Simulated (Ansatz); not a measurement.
Worked example: the enthalpy of CHBr2Cl + C2H4Cl2 → CH2Br2 + C2H3Cl3

Species: CHBr2Cl (chlorodibromomethane) `ClC(Br)Br`, singlet; C2H4Cl2 `ClCCCl`, singlet; CH2Br2 `BrCBr`, singlet; C2H3Cl3 (1,1,2-trichloroethane) `ClCC(Cl)Cl`, singlet. The partners trade Cl for H; both sit on C, so the bond types are kept.

Shapes, held fixed at every level: PBE0-D4/def2-TZVP. Flexible molecules stand in one conformer, not always the lowest. Programs: Ansatz 0.2.0. The zero-point and thermal terms to 298 K, harmonic and unscaled (PBE0-D4/def2-TZVP), stand in the table.

At BHLYP-D4/def2-TZVPP; 1 Eh = 2625.50 kJ/mol:

```
species   energy (Eh)  H(298 K) − E (kJ/mol)  tabulated ΔfH (kJ/mol)
CHBr2Cl  -5647.194215                   64.6                    -3.0
C2H4Cl2   -999.033715                  167.9                  -130.1
 CH2Br2  -5187.590494                   86.8                    +3.1
C2H3Cl3  -1458.644322                  146.0                  -151.3
```

Question: Work out the reaction enthalpy at 298 K from the calculation and from the table of heats.

Answer: 
1. Electronic: (-5187.590494) + (-1458.644322) − [(-5647.194215) + (-999.033715)] = -0.006886 Eh = -18.1 kJ/mol.
2. Zero-point and thermal: (86.8) + (146.0) − [(64.6) + (167.9)] = +0.3 kJ/mol.
3. Computed ΔH = -17.8 kJ/mol.
4. From the heats of formation (Active Thermochemical Tables, CRC Handbook of Chemistry and Physics): (3.1) + (-151.3) − [(-3.0) + (-130.1)] = -15.1 kJ/mol.
5. Computed less tabulated: -2.7 kJ/mol. Tabulated heats carry uncertainties of their own.

Relativity is left out for Br unless named.
